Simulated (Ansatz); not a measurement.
ClF₃Hf, SMILES `[F][Hf]([F])([F])[Cl]`, relaxed with RKS PBE0-D4/def2-TZVP in Ansatz 0.2.0 from a PBE-D4/def2-SVP geometry. The force threshold is 0.005 eV/Å; the program also tests the step.

Charge 0, multiplicity 1. Hf takes the def2 core potential.

Start:

```xyz
5

F    -0.088   -1.406    1.332
Hf   -0.058    0.012    0.053
F    -1.748    0.083   -0.835
F     0.232    1.665    0.965
Cl    1.662   -0.355   -1.516
```

(1) By how much does the energy fall, and how many steps does the optimiser take? (An estimate is asked.)

(2) Which bonds change most? (Estimate.)

(3) Give the relaxed structure. (An estimate is asked.)

## Answers

(1) The calculation gave: 0.46 kcal/mol, in 3 steps.

(2) Ansatz gave: Hf2–F3 from 1.910 to 1.891 Å; Hf2–F4 from 1.910 to 1.891 Å; F1–Hf2 from 1.910 to 1.891 Å; Hf2–Cl5 from 2.357 to 2.339 Å.

(3) The calculation gave: 
```xyz
5

F    -0.089   -1.390    1.320
Hf   -0.057    0.012    0.052
F    -1.731    0.082   -0.824
F     0.228    1.648    0.957
Cl    1.650   -0.352   -1.505
```
